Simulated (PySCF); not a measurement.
Polarisability and C₆ of Co⁺ (cobalt, charge +1)

[Ar] 3d8, high-spin 3F determinant. Calculation: PySCF 2.14, in aug-cc-pwCVTZ (10s9p7d4f3g, 127 functions); the non-relativistic Hamiltonian (point nucleus). Coupled (time-dependent) response in atomic units; α is the mean over directions.

```
method  mean α (bohr³)  C₆ (like pair)  S(−4)
  PBE0           8.229           27.61  74.58
```

S(−4) is the Cauchy moment in α(ω) = α(0) + S(−4) ω² + …

α(iu) at PBE0:

```tsv
u (hartree)	α(iu) (bohr³)
0	8.229
0.0500	8.050
0.100	7.581
0.200	6.348
0.300	5.286
0.500	3.958
0.750	3.052
1.00	2.469
1.50	1.720
2.00	1.267
3.00	0.7745
5.00	0.3826
```

A single London oscillator, α(iu) = α/(1 + u²/ω²), gives C₆ = (3/4) ω α². Matching the computed C₆ needs ω = 4 × 27.61 / (3 × 8.229²) = 0.544 hartree.

For an ion, C₆ is the dispersion term alone; charge-induced terms of lower order in 1/R come first.
